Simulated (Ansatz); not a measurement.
Compare A (`B1C[NH][AlH][O]1`) with its isomer B (`N[BH][Al]1[CH2][O]1`).

Calculated with Ansatz (gas phase, PBE0-D4/def2-TZVP geometries, no zero-point term in ΔE). CBS: MP2 limit from def2 TZ/QZ plus the TZ coupled-cluster correction, frozen cores. Functionals use def2-TZVPP. B3LYP here is the variant with VWN-RPA as its local correlation; programs differ in this. Each species was taken in one conformer, which may not be the lowest.

A:

Z-matrix (Å, degrees):
```
B
O 1 1.354
Al 1 2.517 2 41.1
C 1 1.591 2 116.5 3 -0.0
H 1 1.202 2 120.7 3 180.0
N 3 1.759 1 68.1 2 -180.0
H 3 1.568 1 157.1 2 0.0
H 4 1.101 1 109.1 2 122.8
H 4 1.101 1 109.1 2 -122.7
H 6 1.004 3 135.5 1 180.0
```

B:

```xyz
10

N    -2.302    0.688   -0.375
B    -1.068    0.537   -0.986
Al    0.659   -0.163    0.021
C     2.189   -1.001    0.762
O     1.831    0.372    1.161
H    -3.114    1.016   -0.874
H    -2.489    0.505    0.596
H    -1.005    0.806   -2.153
H     2.145   -1.706    1.593
H     3.154   -1.053    0.255
```

Q: Which isomer does CCSD(T)/CBS put lower? Give the gap. (An estimate is asked.)

A: Ansatz gave: A, by 306.6 kJ/mol.

Q: Give E(B) − E(A) in kJ/mol with CCSD(T)/def2-TZVPP, CCSD/def2-TZVPP, PBE0-D4, ωB97M-V, B3LYP, LDA (SPW92), BLYP-D4. (Best estimate.)

A: The calculation gave: CCSD(T)/def2-TZVPP 305.2, CCSD/def2-TZVPP 311.8, PBE0-D4 294.5, ωB97M-V 307.0, B3LYP 290.5, LDA (SPW92) 290.9, BLYP-D4 280.0. None reverses the order clearly.

Q: Does the order hold for the free energy at 298.15 K (harmonic terms from PBE0-D4)? (Best estimate.)

A: Ansatz gave: Yes: G(B) − G(A) = +302.0 kJ/mol, for one conformer each. Modes under 60 cm⁻¹, often nearly free rotors, make the harmonic entropy too high.

Largest T1 diagnostic: 0.017.

From r2SCAN to r2SCAN0 (25 % exact exchange), in def2-TZVPP and without D4, E(B) − E(A) moves by +14.7 kJ/mol. Leaving LDA and LC-ωPBE aside and taking each functional with its dispersion term where it has one, the values, not all of them listed here, spread over 52.2 kJ/mol, from PBE-D4 to BHLYP-D4. LDA lies +24.6 kJ/mol from PBE without D4.
